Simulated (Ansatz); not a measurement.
One change: `OB(O)[O][GeH3]` becomes `OBO`.

Ansatz, PBE0-D4/def2-TZVP geometries, multiplicity 1. Each molecule was computed in one conformer, which needn't be the lowest.

Scalar relativity is left out up to krypton.

```
                                          property  `OB(O)[O][GeH3]`
               HOMO–LUMO gap (PBE/def2-TZVPP) / eV              6.53
              HOMO–LUMO gap (PBE0/def2-TZVPP) / eV              8.94
               LUMO energy (B3LYP/def2-TZVPP) / eV             -0.12
    size of the dipole moment (PBE/def2-TZVPP) / D              0.28
  size of the dipole moment (B3LYP/def2-TZVPP) / D              0.34
size of the dipole moment (ωB97M-V/def2-TZVPP) / D              0.36
```

Q: What does the change do to each property? (Best estimate.)

A: Computed: 
```
                                          property  `OBO`  shift
               HOMO–LUMO gap (PBE/def2-TZVPP) / eV   7.69   1.16
              HOMO–LUMO gap (PBE0/def2-TZVPP) / eV  10.33   1.39
               LUMO energy (B3LYP/def2-TZVPP) / eV   0.51   0.63
    size of the dipole moment (PBE/def2-TZVPP) / D   1.51   1.23
  size of the dipole moment (B3LYP/def2-TZVPP) / D   1.53   1.19
size of the dipole moment (ωB97M-V/def2-TZVPP) / D   1.54   1.18
```

With PBE0 the HOMO falls by 0.65 eV and the LUMO rises by 0.74 eV, so the gap widens by about 1.39 eV. PBE moves the HOMO by -0.52 eV and ωB97M-V by -0.79 eV. Dipoles are sizes alone; their direction can turn.

B3LYP here is the variant with VWN-RPA as its local correlation; programs differ in this.
